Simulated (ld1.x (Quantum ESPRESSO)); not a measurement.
# An all-electron radial function and its pseudo partner (chlorine (Cl))

Columns: radius, all-electron u(r) and pseudo u(r) of the 3p shell (level -8.57 eV) of chlorine in the configuration [Ne] 3s2 3p5; Wu–Cohen, scalar-relativistic, ultrasoft scheme, ld1.x (Quantum ESPRESSO) 7.5.

| r (bohr) | all-electron | pseudo |
| --- | --- | --- |
| 0.070 | 0.1218 | -0.0057 |
| 0.140 | 0.2765 | -0.0226 |
| 0.210 | 0.3544 | -0.0501 |
| 0.280 | 0.3513 | -0.0871 |
| 0.350 | 0.2883 | -0.1322 |
| 0.420 | 0.1883 | -0.1838 |
| 0.490 | 0.0697 | -0.2402 |
| 0.560 | -0.0546 | -0.2996 |
| 0.630 | -0.1758 | -0.3603 |
| 0.700 | -0.2887 | -0.4207 |
| 0.770 | -0.3901 | -0.4794 |
| 0.840 | -0.4788 | -0.5351 |
| 0.910 | -0.5546 | -0.5869 |
| 0.980 | -0.6176 | -0.6337 |
| 1.050 | -0.6685 | -0.6749 |
| 1.120 | -0.7080 | -0.7097 |
| 1.190 | -0.7373 | -0.7375 |
| 1.260 | -0.7575 | -0.7575 |
| 1.330 | -0.7697 | -0.7697 |
| 1.400 | -0.7751 | -0.7751 |
| 1.470 | -0.7746 | -0.7746 |
| 1.540 | -0.7692 | -0.7692 |
| 1.610 | -0.7597 | -0.7597 |
| 1.680 | -0.7469 | -0.7469 |
| 1.750 | -0.7314 | -0.7314 |
| 1.820 | -0.7137 | -0.7137 |

(1) How many radial nodes do the two functions have?

(2) At about which radius was the pseudo-wave matched?

(3) Is the pseudo-wave norm-conserving?

Answers

(1) The all-electron 3p function has n − l − 1 = 1; the pseudo-wave has 0, since the states of the same l below it are removed with the core.

(2) 1.25 bohr, where the columns begin to agree (steps of 0.07 bohr).

(3) No, it belongs to an ultrasoft set: the norm inside the radius is not constrained, and the difference is carried by the augmentation charge.
